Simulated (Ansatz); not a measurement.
Z-matrix (Å, degrees):
```
Hf
O 1 1.914
O 1 1.914 2 109.9
O 1 1.914 2 109.9 3 121.0
Br 1 2.539 2 109.1 3 -119.5
H 2 0.952 1 159.9 3 6.8
H 3 0.952 1 159.9 2 127.8
H 4 0.952 1 159.9 2 6.8
```

Total charge 0; spin multiplicity 1. Hf takes the def2 core potential.

Problem. List the B3LYP/def2-TZVPP orbital energies in eV (the Gaussian-basis code of Ansatz). (Estimate.)

Solution. The calculation gave: Occupied: -13138.27, -1699.93, -1531.60, -1531.58, -1531.58, -520.50, -520.50, -520.50, -235.71, -176.49, -176.42, -176.42, -70.80, -70.77, -70.77, -70.72, -70.72, -67.71, -36.53, -36.53, -36.25, -26.65, -26.31, -26.31, -20.03, -14.23, -13.82, -13.82, -9.94, -9.94, -9.60, -9.31, -9.31, -8.97, -8.76, -7.74, -7.74. Lowest empty: -0.51, -0.01, -0.01, 0.34, 0.65, 0.65, 1.28, 1.28.

B3LYP here is the variant with VWN-RPA as its local correlation; programs differ in this.
